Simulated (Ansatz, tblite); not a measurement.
Cost and result up the ladder for bistriflimide, `O=S(=O)([N-]S(=O)(=O)C(F)(F)F)C(F)(F)F` (15 atoms). The state is a singlet with charge -1. Geometry: PBE-D4/def2-SVP.

```xyz
15

O    -2.4945    0.1347    1.1150
S    -1.0836    0.4564    0.8100
O    -0.0828    0.4648    1.9021
N    -0.6769   -0.3150   -0.5685
S     0.8830   -0.5519   -0.9819
O     1.8846    0.3755   -0.4063
O     0.9295   -0.8724   -2.4251
C     1.2616   -2.2131   -0.1530
F     1.0348   -2.1716    1.1701
F     2.5608   -2.5314   -0.3492
F     0.5090   -3.1991   -0.6801
C    -1.1604    2.2618    0.2408
F    -1.4296    3.0591    1.2991
F     0.0009    2.6625   -0.3017
F    -2.1364    2.4398   -0.6712
```

Ansatz on 4 threads of Arm Neoverse V1 on a shared host; xTB runs through tblite on one thread. Times are rough, summed over both states, and most runs start from the orbitals of an earlier one. PBE0-D4/def2-SVP serves as the yardstick here, not as an exact answer. The other state is a triplet.

The xTB rows come from tblite.

xTB has no spin-polarisation term.

```json
{"level": "GFN2-xTB", "functions": "70", "wall time": "0.036 s"}
{"level": "GFN1-xTB", "functions": "70", "wall time": "0.038 s"}
{"level": "PBE-D4/def2-SVP", "functions": "218", "wall time": "21 s"}
{"level": "PBE0-D4/def2-SVP (with forces)", "functions": "218", "wall time": "40 s"}
```

**Question.** Estimate what each level gives for the vertical triplet (eV).

**Answer.** 
```csv
level,vertical triplet (eV),difference from PBE0-D4/def2-SVP (eV),remarks
GFN2-xTB,6.13,-0.92,–
GFN1-xTB,5.25,-1.80,–
PBE-D4/def2-SVP,6.26,-0.79,HOMO above zero (triplet)
PBE0-D4/def2-SVP (with forces),7.05,0.00,HOMO above zero (triplet)
```
